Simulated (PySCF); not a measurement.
Pb: ionisation energy

Pb [Xe] 4f14 5d10 6s2 6p2 (3P) → Pb+ [Xe] 4f14 5d10 6s2 6p1 (2P), as a difference of total energies. Computed with PySCF 2.14 in def2-TZVPPD with the def2 core potential (60 electrons), with a scalar-relativistic core potential. Correlated levels: valence and next inner shell: nothing frozen outside the core potential. The calculations carry no spin-orbit coupling.

```
                                method  ionisation energy (eV)  difference from reference (eV)
                                   UHF                   6.566                          -0.851
    MP2 (valence and next inner shell)                   6.952                          -0.465
SCS-MP2 (valence and next inner shell)                   6.828                          -0.589
   CCSD (valence and next inner shell)                   6.908                          -0.509
CCSD(T) (valence and next inner shell)                   6.934                          -0.483
```

Reference: 7.417 eV (measured; NIST Atomic Spectra Database, ionization energies).

Spin-orbit coupling is strong in these open shells (close to jj coupling). The scalar numbers leave it out and a first-order estimate fails, so it can dominate the gap to the real levels.

Errors of the correlated levels include the incompleteness of this basis.
